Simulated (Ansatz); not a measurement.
Geometry optimisation, RKS r2SCAN/def2-SVP in Ansatz 0.2.0.

The input (input.yaml):

```yaml
crystal:
  periodic: [false, false, false]
  atoms:
    - { symbol: O, position_ang: [-0.1775, 1.173, 1.0163] }
    - { symbol: C, position_ang: [-0.1103, 0.047, 0.2464] }
    - { symbol: Se, position_ang: [0.4522, -1.5457, 1.1915] }
    - { symbol: "N", position_ang: [-1.1912, -0.1461, -0.6376] }
    - { symbol: Al, position_ang: [0.3839, 0.2662, -1.594] }
    - { symbol: H, position_ang: [-0.8938, 1.028, 1.7068] }
    - { symbol: H, position_ang: [1.8731, -0.8919, 1.493] }
    - { symbol: H, position_ang: [-0.58768, -2.64843, 0.98285] }
    - { symbol: H, position_ang: [1.121, 1.1847, -2.6339] }
basis:
  gaussian: { orbitals: def2-SVP }
hamiltonian:
  xc: r2scan
relax:
  f_tol: 0.02
  max_steps: 50
output:
  orbitals: {}
```

Run as:

```bash
$ ansatz run input.yaml --threads 2 --pin off --max-ram 3072MiB --backend cpu --events-out ev --progress --plain --runs-dir out
```

Question: Where does it end, and by what steps?

Answer: The forces met the threshold. After 25 steps the energy has fallen by 5.362 eV; Se3 moved furthest, 1.56 Å. Parted: C2–Se3 (1.94 → 3.64 Å). Joined: Se3–Al5 (3.32 → 2.69 Å).

| step | energy less start (eV) | largest force component (eV/Å) | accepted |
| --- | --- | --- | --- |
| 0 | 0.0000 | 2.791 | yes |
| 1 | -0.7656 | 1.789 | yes |
| 2 | -1.3347 | 1.413 | yes |
| 3 | -1.7903 | 1.726 | yes |
| 4 | -2.3664 | 1.988 | yes |
| 5 | -3.1615 | 2.345 | yes |
| 6 | -3.8720 | 2.026 | yes |
| 7 | -4.3702 | 1.322 | yes |
| 8 | -4.6208 | 0.885 | yes |
| 9 | -4.7470 | 0.291 | yes |
| 10 | -4.7892 | 0.319 | yes |
| 11 | -4.8325 | 0.194 | yes |
| 12 | -4.8479 | 0.183 | yes |
| 13 | -4.8583 | 0.702 | yes |
| 14 | -4.9108 | 0.450 | yes |
| 15 | -4.9766 | 0.231 | yes |
| 16 | -5.0764 | 0.535 | yes |
| 17 | -5.2006 | 0.506 | yes |
| 18 | -5.2706 | 0.478 | yes |
| 19 | -5.3145 | 0.652 | yes |
| 20 | -5.3402 | 0.218 | yes |
| 21 | -5.2712 | 0.777 | no |
| 22 | -5.3582 | 0.160 | yes |
| 23 | -5.3609 | 0.049 | yes |
| 24 | -5.3616 | 0.029 | yes |
| 25 | -5.3617 | 0.011 | yes |

```xyz
9
Properties=species:S:1:pos:R:3
O -0.645 1.807 1.402
C -0.360 0.995 0.372
Se 1.417 -2.174 0.140
N -1.189 0.179 -0.195
Al 0.476 0.063 -1.015
H -1.597 1.655 1.587
H 1.549 -1.508 1.445
H 0.032 -2.568 0.454
H 1.187 0.018 -2.420
```

Whether the end is a true minimum wasn't checked by a vibrational analysis.

Run time: 89 s on 2 threads of Intel(R) Xeon(R) 6975P-C (Granite Rapids), with other jobs on the host, peak memory 0.23 GiB.
